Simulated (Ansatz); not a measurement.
Total energies of `[CH3][GeH]([F])[SiH3]`.

Cartesian coordinates in Å:
```
C 1.040 -1.471 0.245
Ge 0.201 0.206 0.760
F 1.518 1.352 0.950
Si -1.250 1.155 -0.881
H 1.553 -1.356 -0.710
H 0.288 -2.256 0.151
H 1.765 -1.766 1.006
H -0.441 0.107 2.160
H -0.525 1.289 -2.171
H -1.731 2.487 -0.436
H -2.418 0.253 -1.075
```

Charge 0, multiplicity 1. Correlated methods include outer-core shells of Ge, which these sets cover unevenly. Scalar relativity is left out up to krypton. The structure was optimised at the PBE0-D4/def2-TZVP level. Basis def2-TZVPP, Ansatz 0.2.0.

RPA on PBE orbitals: Hartree–Fock energy of these orbitals -2505.72870 Eh, correlation -1.35391 Eh (frozen core).

| functional | kind | energy without D4 (Eh) | D4 term (kJ/mol) |
| --- | --- | --- | --- |
| LDA (SPW92) | LDA | -2503.38742 | – |
| PBE | GGA | -2508.13865 | -20.4 |
| revPBE | GGA | -2508.49741 | -56.4 |
| BLYP | GGA | -2508.77780 | -43.8 |
| r2SCAN | meta-GGA | -2508.66431 | -5.0 |
| B97M-V | meta-GGA with VV10 | -2508.27231 | – |
| PBE0 | global hybrid, 25 % exact exchange | -2508.23427 | -17.4 |
| r2SCANh | meta-GGA hybrid, 10 % | -2508.64819 | -5.4 |
| HSE06 (plane-wave form) | screened hybrid | -2508.22094 | -16.4 |
| BHLYP | global hybrid, 50 % | -2508.68484 | -27.0 |
| CAM-B3LYP | range-separated hybrid | -2508.84714 | -17.9 |
| LC-ωPBE | long-range corrected hybrid | -2508.33139 | – |
| ωB97X-V | range-separated hybrid GGA with VV10 | -2508.48890 | – |
| B2PLYP | double hybrid | -2508.18264 | – |

**Question.** Give the same for B3LYP, r2SCAN0, ωB97M-V, PBE-QIDH. (An estimate is asked.)

**Answer.** Ansatz gave: 
```tsv
functional	kind	energy without D4 (Eh)	D4 term (kJ/mol)
B3LYP	global hybrid, 20 %	-2508.84464	-32.9
r2SCAN0	meta-GGA hybrid, 25 %	-2508.62554	-6.0
ωB97M-V	range-separated hybrid meta-GGA with VV10	-2508.56536	–
PBE-QIDH	double hybrid	-2507.80747	–
```

B3LYP takes the VWN-RPA correlation (the form of Gaussian; ORCA's B3LYP/G). HSE06 is the plane-wave form, built on full-range PBE exchange. The double hybrids freeze the cores in their second-order part.

LC-ωPBE has ω = 0.4 bohr⁻¹.
